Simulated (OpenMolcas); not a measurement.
Cr4+: effect of the metal basis

Cr4+ with its 6 nearest chloride ions at 2.357 Å, on the Zr site of Cs2ZrCl6 (a = 10.407 Å, distance in the model lattice 2.446 Å). The rest of the host is ab initio model potentials to 7.6 Å and point charges beyond; the distance is set by hand and nothing relaxes.

```json
{
  "Program": "OpenMolcas 26.06",
  "Method": "SS-CASPT2, IPEA 0.25 Eh, imaginary shift 0.1 Eh (closed shells correlated: 3s 3p and the ligand valence shells)",
  "Spin-orbit coupling": "state interaction with AMFI integrals over the reference wave functions"
}
```

Fixed: ligand basis ANO-RCC-VDZP, active space 2 electrons in 5 orbitals (3d), DKH2 Hamiltonian.

States (labels of O, the rotations of Oh). Energies in cm-1 above the lowest state or level, χT in cm3 K/mol; under a threefold ground state the first gap can be a small split of the lowest multiplet, not the spin-orbit step.

```csv
Run,Metal basis,Ground state,First state of that spin,First gap with spin-orbit (degeneracies),χT at 300 K,First state of another spin,Cost
A,ANO-RCC-VDZP,3T1,3T2 24510,"5 (2, 3)",0.753,2S+1 = 1: 8790,roughly 100 core-seconds
B,ANO-RCC-VTZP,3T1,3T2 24130,"5 (2, 3)",0.760,2S+1 = 1: 8140,roughly 110 core-seconds
```

Against A, the first state of the same spin changes by -1.6 % in B.

Costs are those of the CASPT2 steps.

Roots that are degenerate in the reference are averaged as groups; the widest CASPT2 spread within a group is 1700 cm-1 (the 3-fold group of multiplicity 1 near 30100 cm-1 above the lowest state of its run, A). Shifts and gaps below about the spread of the groups concerned are not significant. Over all roots computed the reference weight is 0.61 to 0.64 in A, 0.61 to 0.64 in B; a low but even weight reflects the number of correlated electrons. An orbital triplet at a regular site is open to Jahn-Teller coupling, which can distort the site and quench the lowest spin-orbit gaps and is left out. Ligand-to-metal charge-transfer states are missing. With no ligand orbital active B as a rule stays too high, so bands that hang on it stand too high and its fall with covalency is understated. With one d shell and no ligand orbital active, 10Dq can be off by a tenth or more. The least metal-like active orbital is 70 % on the metal (Löwdin) and no ligand orbital is active, so the numbers are rough (holds for A). The least metal-like active orbital is 73 % on the metal (Löwdin) and no ligand orbital is active, so the numbers are rough (holds for B). These CASPT2 states fit no ligand-field parameters well, so their order and spin gaps are uncertain (holds for B). No measured value stands beside these numbers; the geometry was set by hand and not optimised.

A state without a sure symmetry label is named by its multiplicity alone.
